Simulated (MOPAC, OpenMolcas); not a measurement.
How methods differ on SiNH4ClO (SMILES N[SiH](O)Cl)

SiNH4ClO: 8 atoms, total charge 0, spin state singlet. SMILES: `N[SiH](O)Cl`. Geometry: relaxed at PBE0-D4/def2-TZVP. This is one conformer, not always the lowest.

| atom | x (Å) | y (Å) | z (Å) |
| --- | --- | --- | --- |
| N | -0.7498 | 0.8856 | -0.2890 |
| Si | 0.5244 | -0.2262 | -0.1153 |
| O | 0.5513 | -0.8613 | 1.3869 |
| Cl | 0.1731 | -1.6416 | -1.5669 |
| H | -1.2172 | 0.9980 | -1.1727 |
| H | -0.8069 | 1.7124 | 0.2830 |
| H | 1.8967 | 0.2772 | -0.3086 |
| H | -0.2795 | -1.2012 | 1.7267 |

Quantity: the HOMO–LUMO gap, in eV. The values are calculated.

```
                              level            kind     program  value (eV)   CPU time
                                PM3  semi-empirical       MOPAC        9.25  under 2 s
    HF/6-31G* (spherical functions)    Hartree–Fock  OpenMolcas       16.36      6.8 s
 SVWN5/6-31G* (spherical functions)             LDA  OpenMolcas        6.70       20 s
revPBE/6-31G* (spherical functions)             GGA  OpenMolcas        6.81       29 s
 M06-L/6-31G* (spherical functions)        meta-GGA  OpenMolcas        7.82       34 s
 B3LYP/6-31G* (spherical functions)   global hybrid  OpenMolcas        8.65       27 s
B2PLYP/6-31G* (spherical functions)   double hybrid  OpenMolcas       11.84       18 s
```

The values span 6.70 to 16.36 eV. Orbital gaps aren't excitation energies, and those of double hybrids come from the SCF part alone; they tend to grow with the share of exact exchange. Times are those of the runs behind each value, whatever else they computed, on shared processors of several kinds: orders of magnitude only.
